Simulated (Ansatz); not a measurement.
CH$_{7}$AsSi, SMILES `C[SiH2][AsH2]`, relaxed with RKS PBE0-D4/def2-TZVP in Ansatz from a PBE-D4/def2-SVP geometry. The force threshold is 0.005 eV/Å; the program also tests the step.

Total charge 0; spin multiplicity 1.

Start:

```xyz
10

C     0.003   -1.358    0.768
Si   -0.650    0.162   -0.151
As    1.134    1.151   -1.405
H    -0.816   -1.863    1.319
H     0.785   -1.071    1.499
H     0.444   -2.088    0.059
H    -1.270    1.135    0.819
H    -1.710   -0.243   -1.143
H     0.319    2.437   -1.642
H     1.760    1.739   -0.124
```

| step | energy (eV) | largest force (eV/Å) | largest move (Å) |
| --- | --- | --- | --- |
| 1 | -69859.1155 | 0.364 | 0.000 |
| 2 | -69859.1463 | 0.129 | 0.027 |
| 3 | -69859.1482 | 0.052 | 0.019 |
| 4 | -69859.1488 | 0.012 | 0.012 |
| 5 | -69859.1488 | 0.003 | 0.002 |

End:

```xyz
10

C     0.002   -1.347    0.761
Si   -0.645    0.157   -0.147
As    1.118    1.146   -1.382
H    -0.805   -1.845    1.303
H     0.771   -1.064    1.482
H     0.437   -2.065    0.062
H    -1.256    1.117    0.812
H    -1.691   -0.240   -1.129
H     0.317    2.415   -1.638
H     1.752    1.727   -0.125
```

Run time 23 s (2 threads of an Arm Neoverse V2 on a shared host); peak host memory 0.38 GiB.
